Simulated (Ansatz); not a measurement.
`OB(Cl)Cl` → `O[B]Cl`• + Cl•  (homolysis of the B–Cl bond)

Calculated with Ansatz (gas phase, PBE0-D4/def2-TZVP geometries, no zero-point term in ΔE). CCSD(T)/CBS is the MP2 limit (def2-TZVPP, def2-QZVPP) plus CCSD(T) − MP2 in def2-TZVPP, frozen cores. This one scheme is used for every species, atoms too. DFT in def2-TZVPP. Open shells (•) are unrestricted, without spin–orbit coupling. Spin–orbit coupling would lower the free atoms: a little for Cl. One conformer a species, not always the lowest.

```csv
level,ΔE (kcal/mol)
r2SCAN-D4,119.2
revPBE,114.8
r2SCANh,118.3
RPA@PBE/def2-TZVPP,110.2
```

(1) What does CCSD(T)/CBS give? (An estimate is asked.)

Largest T1 diagnostic among the species: 0.015.

## Answers

(1) The calculation gave: +122.3 kcal/mol. The listed levels differ from it by -3.1, -7.5, -4.0, -12.1 kcal/mol.

In def2-TZVPP, CCSD(T) changes the Hartree–Fock value by +28.0 kcal/mol (the triples alone add +2.6 kcal/mol) and MP2 by +33.3 kcal/mol; breaking electron pairs costs correlation energy, which Hartree–Fock lacks. From r2SCAN to r2SCAN0 (25 % exact exchange), in def2-TZVPP and without D4, ΔE moves by −1.5 kcal/mol: exact exchange takes away binding that semilocal exchange gives to molecules. At CCSD(T), def2-SVP lies −5.3 kcal/mol from the extrapolated value and def2-TZVPP −3.2 kcal/mol: correlation converges slowly with the basis, and small sets miss more of it in the bonded molecule than in its fragments.

CCSD(T)/CBS has its own doubt, a few kJ/mol and more with outer-core shells, so smaller differences from it don't rank the levels.
